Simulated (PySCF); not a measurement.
# Relaxation of sextet OsH3

Computed with PySCF, UPBE0, basis Os def2-TZVP with ECP60, H def2-TZVP (scalar-relativistic core potentials, no spin–orbit coupling, density fitting). A (50,194) grid was used.

A hand-made trigonal pyramidal start, of C3v symmetry, held to at least that symmetry:

```xyz
4
charge 0 multiplicity 6, angstrom
Os    0.0000    0.0000   -0.0117
H     1.4215    0.0000    0.7441
H    -0.7108    1.2311    0.7441
H    -0.7108   -1.2311    0.7441
```

Q: What does it relax to?

A: It ends at D3h with Os–H 1.700 Å (×3); H–Os–H 120.0° (×3). A frequency run shows a minimum. Other isomers or separated fragments may lie lower.

Q: How much energy is released, and in how many steps?

A: 87.0 kJ/mol in 8 steps.

With open d or f shells other occupations or spin states may lie lower. At this level a doublet minimum of C3v symmetry lies 201 kJ/mol below this structure. No spin–orbit coupling is included, which matters more the heavier the element.

The relaxation took about 50 core-seconds on a shared host.
